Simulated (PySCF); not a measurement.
GaH, neutral, multiplicity 1. Atoms are numbered in the order given.

```xyz
2

Ga     0.0000     0.0000    -0.0528
H      0.0000     0.0000     1.6358
```

The structure is a stationary point at B3LYP-D3(BJ)/def2-TZVPD.

All values below come from PySCF with TDA-B3LYP/def2-TZVPD.

Vertical excitations; the highest root listed may be one member of a degenerate set. Isolated molecule, no solvent. State labels are in the subgroup C2v.

```csv
state,symmetry,energy (eV),λ (nm),f,main pairs
S1,B2,3.02,411,0.034,HOMO→LUMO+1 (degenerate set)
S2,B1,3.02,411,0.034,HOMO→LUMO (degenerate set)
S3,A1,5.42,229,0.229,HOMO→LUMO+2 96 %
S4,B2,6.84,181,0.122,HOMO→LUMO+5 (degenerate set)
S5,B1,6.84,181,0.122,HOMO→LUMO+4 (degenerate set)
S6,A1,6.85,181,0.492,HOMO→LUMO+3 89 %
S7,A2,6.88,180,0.000,HOMO→LUMO+6 (degenerate set)
S8,A1,6.88,180,0.000,HOMO→LUMO+7 (degenerate set)
S9,A1,8.24,150,0.015,HOMO→LUMO+8 98 %
S10,B2,8.68,143,0.614,HOMO−1→LUMO+1 86 %
T1,B1,2.08,596,0,HOMO→LUMO (degenerate set)
T2,B2,2.08,596,0,HOMO→LUMO+1 (degenerate set)
T3,A1,5.03,247,0,"HOMO→LUMO+2 82 %, HOMO→LUMO+3 16 %"
T4,A1,5.70,217,0,"HOMO→LUMO+3 79 %, HOMO→LUMO+2 18 %"
```
Triplets are in the Tamm–Dancoff approximation.
